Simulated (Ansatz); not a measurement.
Consider the hydrogenolysis of a C–Si bond: `C=C(F)[SiH2]Cl` + H₂ → `C=CF` + `[SiH3]Cl`.

Isolated molecules relaxed with PBE0-D4/def2-TZVP in Ansatz; ΔE leaves out vibrations. CBS: MP2 limit from def2 TZ/QZ plus the TZ coupled-cluster correction, frozen cores. This one scheme is used for every species. Functionals use def2-TZVPP. One conformer a species, not always the lowest.

CCSD(T)/CBS gives -0.23 eV.

Problem. Another level gave -0.30 eV. Which?
A. PBE-D4/def2-TZVPP
B. B2PLYP/def2-TZVPP
C. HF/def2-TZVPP
D. ωB97M-V/def2-TZVPP

Solution. B. B2PLYP -0.30, ωB97M-V -0.24, HF/def2-TZVPP -0.52, PBE-D4 -0.18 eV.

Largest T1 diagnostic among the species: 0.012.

In def2-TZVPP, CCSD(T) changes the Hartree–Fock value by +0.26 eV (the triples alone add +0.06 eV) and MP2 by +0.32 eV. The D4 term adds +0.12 eV with B3LYP and +0.07 eV with PBE0; it sums over pairs of atoms, weighted by their polarisabilities, and B3LYP, whose exchange is more repulsive, gets the larger term. From PBE to PBE0 (25 % exact exchange), in def2-TZVPP and without D4, ΔE moves by −0.05 eV.

B3LYP here is the variant with VWN-RPA as its local correlation; programs differ in this.
